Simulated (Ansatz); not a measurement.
Cost and result for the atomization energy of C$_{2}$H$_{8}$OSi$_{2}$ (`C=C[SiH2][SiH2]O`) (13 atoms, 12 bonds).

```xyz
13

C    -0.1914    2.5509   -0.3256
C    -0.6254    1.4054    0.1932
Si   -0.7057   -0.1912   -0.7601
Si    0.7705   -1.7627    0.1542
O     0.3562   -1.9076    1.7518
H     0.1229    2.6271   -1.3628
H    -0.1309    3.4637    0.2609
H    -0.9225    1.3921    1.2407
H    -0.3243    0.0686   -2.1775
H    -2.0850   -0.7549   -0.7318
H     2.1856   -1.3071    0.0105
H     0.6751   -3.0790   -0.5457
H     0.8748   -2.5053    2.2922
```

Charge 0, multiplicity 1. The structure was optimised at the PBE0-D4/def2-TZVP level. It is one conformer, not always the lowest. Program: Ansatz. All runs use 4 threads of a server CPU on a shared host. Times are those of one run each, without the atoms' runs, and a repeat can differ threefold. Electronic energies, without spin–orbit coupling; frozen cores. CCSD(T)/CBS adds CCSD(T) − MP2 in def2-TZVPP to the MP2 limit, and its time is that of the two runs behind it. T1 = 0.012. B3LYP takes the VWN-RPA correlation (the form of Gaussian; ORCA's B3LYP/G).

CCSD(T)/CBS is a level of theory with its own doubt, some kJ/mol a heavy atom from the limit and from the frozen cores, so smaller differences don't rank the functionals.

| level | functions | wall time | atomization (kcal/mol) | difference from CCSD(T)/CBS | per bond |
| --- | --- | --- | --- | --- | --- |
| PBE-D4/def2-TZVPP (with forces) | 289 | 2.6 s | 1128.6 | 6.6 | 0.5 |
| PBE0-D4/def2-TZVPP | 289 | 3.2 s | 1114.8 | -7.2 | -0.6 |
| r2SCAN-D4/def2-TZVPP (with forces) | 289 | 3.8 s | 1120.6 | -1.4 | -0.1 |
| B3LYP-D4/def2-TZVPP (with forces) | 289 | 4.9 s | 1119.5 | -2.5 | -0.2 |
| B2PLYP/def2-TZVPP | 289 | 6 s | 1106.8 | -15.2 | -1.3 |
| ωB97X-V/def2-TZVPP | 289 | 7 s | 1123.9 | 1.9 | 0.2 |
| ωB97M-V/def2-TZVPP (with forces) | 289 | 10 s | 1121.1 | -0.9 | -0.1 |
| MP2/def2-QZVPP | 551 | 24 s | 1119.2 | -2.8 | -0.2 |
| CCSD(T)/def2-TZVPP | 289 | 2.7 min | 1092.9 | -29.1 | -2.4 |
| CCSD(T)/CBS(def2) | – | 3.1 min | 1122.0 | 0.0 | 0.0 |

From PBE to PBE0 (25 % exact exchange), in def2-TZVPP and without D4, the atomization energy moves by −12.8 kcal/mol: exact exchange takes away binding that semilocal exchange gives to molecules. The D4 term adds +10.6 kcal/mol with B3LYP and +5.7 kcal/mol with PBE0; it sums over pairs of atoms, weighted by their polarisabilities, and B3LYP, whose exchange is more repulsive, gets the larger term. In def2-TZVPP, CCSD(T) changes the Hartree–Fock value by +258.3 kcal/mol (the triples alone add +14.1 kcal/mol) and MP2 by +267.3 kcal/mol; breaking electron pairs costs correlation energy, which Hartree–Fock lacks.
